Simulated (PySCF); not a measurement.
# Electron correlation in Mn⁺ (manganese, charge +1)

[Ar] 3d4 4s1 4p1, one real determinant (an excited configuration). Calculation: PySCF 2.14, in aug-cc-pVTZ (8s7p5d3f2g, 93 functions); no relativity, point nucleus. Frozen: [Ar]; 6 electrons correlated.

| level | correlation energy (mhartree) |
| --- | --- |
| CCSD | -66.42 |
| (T) | -0.92 |
| CCSD(T) | -67.34 |

Diagnostics: T1 = 0.020, D1 = 0.0674, largest double amplitude 0.033.

**Question.** Is a single reference adequate?

**Answer.** Yes: T1 lies below 0.03 and no double amplitude reaches 0.07.

The reference is one real determinant that mixes LS terms of this configuration.
